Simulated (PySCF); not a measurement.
C3H13NSi2, SMILES C[SiH2]N[C@@H]([SiH3])C.

The structure is a stationary point at B3LYP-D3(BJ)/def2-SVP. The structure was generated by enumeration; whether it is a known compound was not checked. One conformer was computed; it need not be the lowest.

Level of theory: PySCF with B3LYP-D3(BJ)/def2-SVP.

Frequencies are harmonic and unscaled.

Computed harmonic wavenumbers and intensities:
| mode | ν (cm⁻¹) | IR (km/mol) | moving atoms (share of kinetic energy) |
|---|---|---|---|
| 1 | 40 | 0.3 | H 38 %, C 32 %, Si 28 % |
| 2 | 72 | 0.1 | H 33 %, C 25 %, N 23 %, Si 18 % |
| 3 | 126 | 1.1 | Si 36 %, H 26 %, C 22 %, N 17 % |
| 4 | 161 | 0.0 | H 92 % |
| 5 | 181 | 0.1 | H 55 %, Si 28 %, C 16 % |
| 6 | 192 | 0.1 | H 65 %, C 19 %, Si 14 % |
| 7 | 240 | 0.0 | H 79 %, C 13 % |
| 8 | 262 | 1.5 | H 54 %, C 29 %, Si 11 % |
| 9 | 305 | 11.5 | H 49 %, C 21 %, Si 16 %, N 13 % |
| 10 | 416 | 10.5 | H 58 %, C 28 %, N 11 % |
| 11 | 458 | 65.4 | H 61 %, N 27 % |
| 12 | 511 | 19.2 | H 90 % |
| 13 | 564 | 4.3 | H 33 %, Si 25 %, C 25 %, N 18 % |
| 14 | 634 | 22.8 | H 77 %, Si 12 % |
| 15 | 667 | 22.7 | H 47 %, C 35 %, Si 13 % |
| 16 | 706 | 38.4 | H 57 %, C 30 %, Si 13 % |
| 17 | 722 | 27.3 | H 73 %, Si 13 %, C 8 % |
| 18 | 739 | 55.3 | H 49 %, C 24 %, Si 22 % |
| 19 | 820 | 28.6 | H 44 %, N 29 %, Si 18 %, C 10 % |
| 20 | 874 | 38.4 | H 76 %, C 18 % |
| 21 | 916 | 352.1 | H 86 %, Si 9 % |
| 22 | 928 | 54.6 | H 72 %, C 20 % |
| 23 | 944 | 130.6 | H 76 %, C 15 % |
| 24 | 953 | 35.9 | H 91 % |
| 25 | 963 | 18.2 | H 89 % |
| 26 | 1003 | 26.1 | H 76 %, C 18 % |
| 27 | 1006 | 129.9 | H 93 % |
| 28 | 1091 | 12.5 | C 58 %, H 35 % |
| 29 | 1170 | 62.7 | C 37 %, H 37 %, N 24 % |
| 30 | 1218 | 32.3 | H 67 %, C 26 % |
| 31 | 1271 | 24.7 | H 78 %, C 21 % |
| 32 | 1323 | 27.8 | H 78 %, C 20 % |
| 33 | 1388 | 6.7 | H 79 %, C 20 % |
| 34 | 1409 | 14.3 | H 76 %, N 15 %, C 9 % |
| 35 | 1435 | 4.5 | H 96 % |
| 36 | 1439 | 1.1 | H 96 % |
| 37 | 1465 | 5.2 | H 96 % |
| 38 | 1472 | 3.6 | H 95 % |
| 39 | 2157 | 163.7 | H 97 % |
| 40 | 2211 | 65.4 | H 97 % |
| 41 | 2216 | 100.8 | H 97 % |
| 42 | 2223 | 132.2 | H 97 % |
| 43 | 2235 | 114.2 | H 96 % |
| 44 | 2983 | 33.7 | H 92 % |
| 45 | 3013 | 25.6 | H 97 % |
| 46 | 3030 | 3.7 | H 97 % |
| 47 | 3090 | 25.1 | H 91 %, C 9 % |
| 48 | 3106 | 23.5 | H 91 %, C 9 % |
| 49 | 3118 | 6.8 | H 91 %, C 9 % |
| 50 | 3129 | 5.4 | H 91 %, C 9 % |
| 51 | 3537 | 6.3 | H 93 % |
